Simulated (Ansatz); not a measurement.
Basis-set extrapolation for `BN[CH]1[CH2][AlH]1` (PBE0-D4/def2-TZVP geometry, frozen core, Ansatz 0.2.0). Multiplicity 1, RHF reference.

```tsv
	def2-TZVPP	def2-QZVPP
HF	-400.874675	-400.889343
MP2 correlation	-0.738403	-0.786266
CCSD(T) correlation	-0.815290	not run
```

Energies in hartree. Use E(X) = E(∞) + A·exp(−7.88·√X) for Hartree–Fock and E(X) = E(∞) + B·X^(−2.97) for correlation, with X = 3 and 4, and add CCSD(T) minus MP2 of the smaller set to the MP2 limit.

Task: What is the CCSD(T) energy at the basis-set limit?

Result: HF limit: -400.889343 + (-0.014668) × 0.13774 = -400.89136. MP2 limit: -0.786266 + (-0.047863) × 0.74074 = -0.82172. Higher-order term: -0.815290 − (-0.738403) = -0.07689. Total: -401.78997 hartree, 262.6 kJ/mol below CCSD(T)/def2-TZVPP.
